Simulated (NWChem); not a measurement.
# C3H3NOSi; SMILES C#C[SiH2]N=C=O

```xyz
9

C      1.4011     2.6374    -0.0108
C      0.4794     1.8473     0.0049
Si    -0.9220     0.6822     0.0282
N     -0.3511    -0.9351    -0.0152
C      0.1466    -2.0269    -0.0122
O      0.6206    -3.1054    -0.0138
H      2.2144     3.3298    -0.0249
H     -1.7775     0.9069    -1.1586
H     -1.7072     0.8701     1.2690
```
Atoms are numbered in this order, from 1.

Program: NWChem. Pople sets run with spherical d functions. Structure relaxed at the B3LYP/6-31G* (spherical d) level. GIAO values for the isolated, static molecule; σ is the absolute isotropic shielding, δ = σ(reference) − σ with the isolated reference molecule computed at the same levels (13C: tetramethylsilane, 1H: tetramethylsilane, 15N: ammonia, 17O: water, 29Si: tetramethylsilane).

| level | δ C1 (ppm) | δ C2 (ppm) | δ Si3 (ppm) | δ N4 (ppm) | δ O6 (ppm) | δ H8 (ppm) | δ H9 (ppm) |
|---|---|---|---|---|---|---|---|
| Hartree-Fock/6-31G* | 99.3 | 73.6 | -53.2 | 18.1 | 100.2 | 4.81 | 4.83 |
| KT2/pcSseg-1 | 95.8 | 74.7 | -81.7 | 35.1 | 139.6 | 5.11 | 5.13 |
| PBE/pcSseg-1 | 102.3 | (withheld) | (withheld) | (withheld) | 151.5 | 5.10 | 5.12 |
| B3LYP/6-311G** | 101.6 | 81.4 | -82.8 | 41.6 | 151.0 | 5.00 | 5.02 |

**Question.** Complete the blanks.

**Answer.** 
- PBE/pcSseg-1, δ C2 (ppm): 82.1
- PBE/pcSseg-1, δ Si3 (ppm): -85.0
- PBE/pcSseg-1, δ N4 (ppm): 40.8
